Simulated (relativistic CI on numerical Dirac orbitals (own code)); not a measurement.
# The spin-orbit constant of Ne III from its measured fine structure

Problem. The ground term 3P of Ne III (2s2 2p4) has the measured levels J = 0: 927.0, J = 1: 650.0, J = 2: 0.0 cm⁻¹ (Moore, Atomic Energy Levels, vol. I, NSRDS-NBS 35 (1971 reprint of NBS Circular 467, 1949)). Test the interval rule and estimate ζ(2p).

Working.
1. In LS coupling E(J) − E(J − 1) = AJ. The intervals give A = -277.0 (J = 1), -325.0 (J = 2) cm⁻¹.
2. These values spread by 16 % of their mean, from second-order spin-orbit mixing with other terms and from spin-spin terms.
3. The whole width divided by the sum of the upper J values gives a mean A = -309.0 cm⁻¹.
4. For the Hund term of a shell that is more than half full, A = −ζ/2S with 2S = 2, so ζ = 618 cm⁻¹.

Check. The value calculated from Dirac-Coulomb-Breit radial functions of this configuration is ζ = 589 cm⁻¹, 5 % below the estimate from measurement. The same recipe applied to the calculated levels returns 605 cm⁻¹, which shows the bias of the recipe itself. Where the interval rule fails, the estimate is only rough.
